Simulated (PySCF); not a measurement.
A GIAO shielding run with PySCF (density fitting, non-relativistic, gas phase) on SMILES C#C[C@@H](CC)[Si@@H](Cl)C(=C)C, C₈H₁₃ClSi:

```
$ OMP_NUM_THREADS=1 python probes_run.py task.json out

{"job": {"kind": "nmr", "xc": "PBE0", "basis": "pcSseg-1"}, "charge": 0, "multiplicity": 1}
C      0.846556     0.768251     2.604818
C      0.868854     0.868359     1.411636
C      0.885118     0.949063    -0.030904
C      1.523495    -0.313990    -0.631932
C      2.993385    -0.438997    -0.250334
Si    -0.893690     1.252485    -0.703933
Cl    -0.728598     1.651713    -2.686340
C     -1.957182    -0.286436    -0.433815
C     -2.367971    -1.058733    -1.432559
C     -2.298707    -0.606755     0.990958
H      0.839506     0.693399     3.651019
H      1.507823     1.809748    -0.304711
H      1.432725    -0.275972    -1.719741
H      0.978677    -1.193837    -0.282072
H      3.560052     0.409229    -0.629847
H      3.102442    -0.468073     0.831897
H      3.418304    -1.349212    -0.667288
H     -1.475231     2.427958    -0.050723
H     -2.960703    -1.945206    -1.263404
H     -2.133652    -0.837803    -2.460134
H     -1.391126    -0.681039     1.588025
H     -2.852530    -1.540395     1.062329
H     -2.902301     0.193228     1.417132
```

Hardware: 1 thread of an AMD EPYC, shared host. The job also computes population analyses, field gradients.

Q: How large is the calculation?

A: 92 electrons, 249 basis functions and 1332 auxiliary functions.

Q: How long does it take, and how much memory does it need?

A: 2.2 min of wall time, with 15 SCF cycles and 5 response iterations; peak memory 1.2 GiB. Times on a shared host scatter by some tens of per cent.
